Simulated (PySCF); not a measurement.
Give a PBE0-D3(BJ)/def2-SVP geometry of `C/C=C(/C)[C@@H]1[GeH2][CH2]C[C@H]1C`.

```xyz
28
C9H18Ge angstrom
C      2.448    1.704   -0.328
C      2.281    0.220   -0.188
C      1.149   -0.418    0.159
C      1.119   -1.915    0.273
C     -0.115    0.319    0.480
Ge    -0.526    0.484    2.419
C     -2.462    0.251    2.140
C     -2.609    0.395    0.622
C     -1.423   -0.264   -0.094
C     -1.493   -0.123   -1.607
H      3.456    1.959   -0.683
H      1.730    2.139   -1.044
H      2.299    2.232    0.629
H      3.169   -0.396   -0.370
H      0.718   -2.237    1.249
H      0.473   -2.370   -0.497
H      2.125   -2.342    0.160
H     -0.034    1.361    0.125
H     -0.128    1.862    2.987
H      0.115   -0.618    3.288
H     -3.080    0.968    2.701
H     -2.749   -0.760    2.469
H     -2.630    1.466    0.348
H     -3.560   -0.033    0.261
H     -1.458   -1.341    0.155
H     -2.402   -0.591   -2.017
H     -1.502    0.941   -1.896
H     -0.621   -0.589   -2.092
```

Orientation and origin are arbitrary. Atoms count from 1 in this order. Ge6 (germanium bonded to 2 C and 2 H) has angles from 93.1° to 114.3°. Of the pairs four or more bonds apart, C1···H18 is among the closest relative to their van der Waals radii: 2.55 Å, 88 % of the sum of Bondi's values. The C–C distances run from 1.346 Å (C2=C3, drawn double) to 1.543 Å (C5–C9, drawn single), a spread of 0.197 Å. The 5-membered ring C5–Ge6–C7–C8–C9 has internal angles of 93.1° to 110.4°; it is puckered, 0.20 Å rms from its mean plane, widest ring torsion 54°.

Bonds between heavy atoms (Å): C1–C2 1.500, C2=C3 1.346, C3–C4 1.502, C3–C5 1.498, C5–Ge6 1.989, Ge6–C7 1.970, C7–C8 1.532, C8–C9 1.534, C9–C10 1.521, C5–C9 1.543.

Computed, not measured: PySCF, PBE0-D3(BJ)/def2-SVP geometry optimisation, gas phase.

Point group: C1 (no symmetry element, even within 0.4 Å). PBE0-D3(BJ)/def2-SVP frequencies: not computed here. One conformer, not necessarily the lowest (C2–C3–C5–Ge6 -102°, C3–C5–Ge6–C7 -142°, C5–Ge6–C7–C8 -12°, Ge6–C7–C8–C9 38°, C7–C8–C9–C10 -179°).
